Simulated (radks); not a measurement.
Bi56+, configuration [Ar] 3d9. Calculated with a radial shooting solver on a logarithmic mesh with Libxc functionals: scalar-relativistic Kohn-Sham, BLYP, spin-polarised, spherical densities, finite nucleus; open shells are filled with parallel spins first (spin-orbit coupling, left out, can overturn this in heavy ions); Fermi nuclear charge, rms radius 5.5211 fm.

Normalised radial functions P(r) = r R(r), r in bohr:

r            3p up  3p down   3d up
0.0006069   0.0065   0.0064  0.0000
0.0008425   0.0110   0.0110  0.0000
0.00116     0.0186   0.0186  0.0001
0.001611    0.0318   0.0317  0.0002
0.002218    0.0535   0.0534  0.0006
0.003079    0.0908   0.0907  0.0014
0.00424     0.1510   0.1509  0.0032
0.005886    0.2509   0.2508  0.0076
0.008171    0.4080   0.4077  0.0180
0.01125     0.6343   0.6339  0.0410
0.01562     0.9469   0.9463  0.0934
0.02151     1.2967   1.2959  0.2007
0.02986     1.5819   1.5809  0.4169
0.04113     1.5608   1.5597  0.7907
0.05709     0.9406   0.9396  1.3756
0.07925    -0.3805  -0.3808  2.0801
0.1091     -1.8938  -1.8932  2.5984
0.1515     -2.6964  -2.6958  2.5464
0.2086     -2.1833  -2.1838  1.8044
0.2896     -0.9905  -0.9915  0.8056
0.3989     -0.2288  -0.2293  0.1994
0.5537     -0.0201  -0.0202  0.0204

3p up: eigenvalue -6368.9 eV, 1 radial node at r = 0.0730 bohr, <r> = 0.168 bohr, 90 % of the charge inside 0.250 bohr. 3p down: eigenvalue -6363.5 eV, 1 radial node at r = 0.0730 bohr, <r> = 0.168 bohr, 90 % of the charge inside 0.250 bohr. 3d up: eigenvalue -5731.5 eV, 0 radial nodes, <r> = 0.151 bohr, 90 % of the charge inside 0.232 bohr.
